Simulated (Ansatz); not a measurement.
```xyz
3

N    -0.0649    0.0308   -0.2634
O    -0.0358    1.0756    0.1463
O     0.0444   -1.0492    0.1317
```

Basis set: cc-pVDZ (spherical functions). Frozen core: 3 orbitals. Charge 0, multiplicity 2.

Computed with Ansatz (development build ahead of 0.2.0); each method stands on the lowest determinant of its kind that the runs found.

The atomization energy at this shape (free ground-state atoms in the same class of orbitals less the molecule, no zero-point energy) of doublet NO₂:

```
method  atomization energy
   UHF      47.04 kcal/mol
```

Task: What does UHF-MP2 give?

Result: 201.00 kcal/mol. Caution: the shape is not the minimum.
